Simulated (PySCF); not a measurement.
# Mg⁺ (magnesium, charge +1) across methods

[Ne] 3d1, 2D determinant (an excited configuration). Computed with PySCF 2.14 in aug-cc-pVDZ, with the non-relativistic Hamiltonian (point nucleus). The B2PLYP total includes its PT2 part (frozen core); its orbital energies are those of the SCF part.

```
   method  E (hartree)  mean ε 2p α (eV)  mean ε 2p β (eV)  mean ε 3d α (eV)  Σ⟨r²⟩ (bohr²)   ⟨S²⟩
   B2PLYP    -199.3565           -68.569           -68.567            -5.447          28.42  0.750
      LDA    -198.5139           -60.241           -60.231            -4.651          28.42  0.750
   r2SCAN    -199.4490           -61.671           -61.672            -4.762          28.75  0.750
      UHF   -199.04281           -75.414           -75.411            -5.948          28.96  0.750
      PBE    -199.3492           -60.221           -60.211            -4.902          28.32  0.750
     PBE0    -199.3674           -64.333           -64.325            -5.221          28.50  0.750
BHandHLYP    -199.4693           -68.409           -68.408            -5.427          28.27  0.750
    TPSSh    -199.4887           -62.230           -62.223            -4.957          28.57  0.750
```

Task: Estimate the same row for BP86.

Result: E (hartree) = -199.4906; mean ε 2p α (eV) = -60.362; mean ε 2p β (eV) = -60.359; mean ε 3d α (eV) = -4.983; Σ⟨r²⟩ (bohr²) = 28.54; ⟨S²⟩ = 0.750.

The outer electron is Rydberg-like, and this basis confines it to a smaller radius and binds it less than a complete one would.
